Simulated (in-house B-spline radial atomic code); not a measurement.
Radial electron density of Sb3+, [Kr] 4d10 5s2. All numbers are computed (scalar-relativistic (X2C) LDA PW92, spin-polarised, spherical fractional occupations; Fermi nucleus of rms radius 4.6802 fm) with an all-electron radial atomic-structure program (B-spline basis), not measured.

One-electron X2C: radii and densities carry no picture-change correction, so inner-shell <1/r> comes out high (for 1s by about 2 % at Z = 33, 5 % at 54, 10 % at 75, 30 % at 118) and <r> low.

Columns: r (bohr), 4πr²n(r) (electrons per bohr), bar.

```
0.000903    2.082 #
 0.00111    2.891 ##
 0.00137    4.023 ##
 0.00169    5.563 ###
 0.00208    7.615 ####
 0.00256    10.34 #####
 0.00315    13.89 #######
 0.00388    18.45 ##########
 0.00478    24.13 #############
 0.00589    30.95 ################
 0.00726    38.74 ####################
 0.00894    47.03 ########################
   0.011    55.03 #############################
  0.0136     61.8 ################################
  0.0167    65.76 ##################################
  0.0206    66.27 ##################################
  0.0253    63.47 #################################
  0.0312    59.11 ###############################
  0.0385     56.7 #############################
  0.0474    59.73 ###############################
  0.0583    68.78 ####################################
  0.0719    79.76 #########################################
  0.0885    84.63 ############################################
   0.109    78.54 #########################################
   0.134    66.11 ##################################
   0.165    58.94 ###############################
   0.204    63.53 #################################
   0.251    69.92 ####################################
   0.309       63 #################################
   0.381    42.58 ######################
   0.469    25.41 #############
   0.578    21.92 ###########
   0.712    24.84 #############
   0.877    22.98 ############
    1.08    15.76 ########
    1.33    8.643 ####
    1.64    4.329 ##
    2.02    2.164 #
    2.49   0.9679 #
    3.06   0.3268 
    3.77  0.06905 
    4.65 0.007972 
    5.72 0.0004621 
    7.05 1.086e-05
```

On this grid the curve has 4 maxima, near 0.0206, 0.0885, 0.251, 0.712 bohr.

The 4d up radial function P(r) = rR(r), positive near the nucleus:

```
r (bohr)          P
 0.00894   0.001156
  0.0136   0.003604
  0.0206    0.01077
  0.0312    0.03064
  0.0474    0.08118
  0.0719     0.1903
   0.109     0.3727
   0.165     0.5537
   0.251     0.4979
   0.381   -0.02332
   0.578    -0.7711
   0.877     -1.074
    1.33    -0.7475
    2.02     -0.283
    3.06   -0.04996
    4.65  -0.002712
```
